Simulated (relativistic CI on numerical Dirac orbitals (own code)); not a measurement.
## Ni²⁺: L2,3 absorption edge

Computed with this model: Dirac-Coulomb-Breit CI, orbitals from a KLI potential per configuration, model QED (radiative potential, 1s self-energy scaled to tabulated hydrogen-like ionisation energies), valence Slater integrals scaled by 0.8, multiplet model of core-to-valence dipole absorption; configurations [Ar] 3d8 → [He] 2s2 2p5 3s2 3p6 3d9; 300 K; Lorentzian 0.6 eV and Gaussian 0.3 eV FWHM. Energies are those of the free ion, without screening or charge transfer. The branching ratio is the share of the lower-energy edge in the whole absorption, uncertain by about 0.02 where the edges overlap. S is read from ⟨S²⟩ = S(S + 1).

Field parameters in Wybourne normalisation: D3d B²₀ = −7Dσ, B⁴₀ = −14Dq − 21Dτ, B⁴₃ = −14√(10/7) Dq; D4h B²₀ = −7Ds, B⁴₀ = 21(Dq − Dt), B⁴₄ = 21√(5/14) Dq; Oh B⁴₀ = 21Dq, B⁴₄ = √(5/14) B⁴₀. The field is a parameter set, without covalency.

Peaks in eV (height, largest 100): 853.7 (100), 855.3 (87), 857.5 (23), 873.7 (24).

Question: Which surroundings give this spectrum?
A. Oh, 10Dq = 10750 cm⁻¹
B. D4h, 10Dq = 8400, Ds = 2950, Dt = 650 cm⁻¹
C. D4h, 10Dq = 19700, Ds = 2050, Dt = 610 cm⁻¹
D. D3d, 10Dq = 18400, Dσ = 1100, Dτ = -110 cm⁻¹

Answer: B. D4h, 10Dq = 8400, Ds = 2950, Dt = 650 cm⁻¹, where the ground state has S = 1.00.
